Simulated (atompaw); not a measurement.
## What one change does to a pseudopotential (tin, PAW (atompaw))

- Element: Sn
- Generator: atompaw 4.2.0.5
- Type: PAW
- Functional: LDA (PW92)
- Relativity: scalar-relativistic
- Frozen core: [Kr]
- Valence charge: 14
- Reference configuration: 4d10 5s2 5p2
- Partial waves: 5s (bound): rc 2.35 bohr; 5s channel at 1.8 Ry: rc 2.35 bohr; 5p (bound): rc 2.10 bohr; 5p channel at 1.2 Ry: rc 2.35 bohr; 4d (bound): rc 1.35 bohr; 4d channel at 2.1 Ry: rc 2.35 bohr
- Local potential: bessel scheme, radius 1.65 bohr
- Core correction: smooth core density matched at 1.80 bohr
- Augmentation charge: sinc compensation charge, radius 1.85 bohr; PAW radius 2.35 bohr; waves and projectors: custom rrkj vanderbiltortho

Change: all radii scaled by about 0.83 (s 1.94, p 1.74, d 1.12 bohr); local potential bessel scheme, radius 1.36 bohr; augmentation sinc compensation charge, radius 1.52 bohr; PAW radius 1.94 bohr; waves and projectors: custom rrkj vanderbiltortho; core correction smooth core density matched at 1.48 bohr.

Cutoffs: the cutoffs (Ry, on a coarse ladder) from which the occupation-weighted sum of valence levels, in a spherical-Bessel basis at the reference potential, stays within 10 and 1 mRy of its value at 400 Ry; they do not see the model core or the augmentation charge, which bear on the density cutoff.

Question: What does the change do?

Answer: The potential gets harder (80 Ry and 140 Ry → 100 Ry and 200 Ry); neither file shows a bound ghost. A smaller radius makes the pseudo-wave follow the all-electron one further in, where it bends more sharply, so more plane waves are needed.

```csv
quantity,base,changed
"cutoff, loose",80 Ry,100 Ry
"cutoff, tight",140 Ry,200 Ry
loose cutoff by channel (10 mRy a level),"s 6 Ry, p 6 Ry, d 50 Ry","s 8 Ry, p 10 Ry, d 70 Ry"
bound ghosts,none,none
lowest overlap eigenvalue by channel,"s 0.46, p 0.25, d 0.56","s 0.49, p 0.08, d 0.52"
```

 The cutoffs see the waves, projectors and local potential, not the compensation charge or the core.
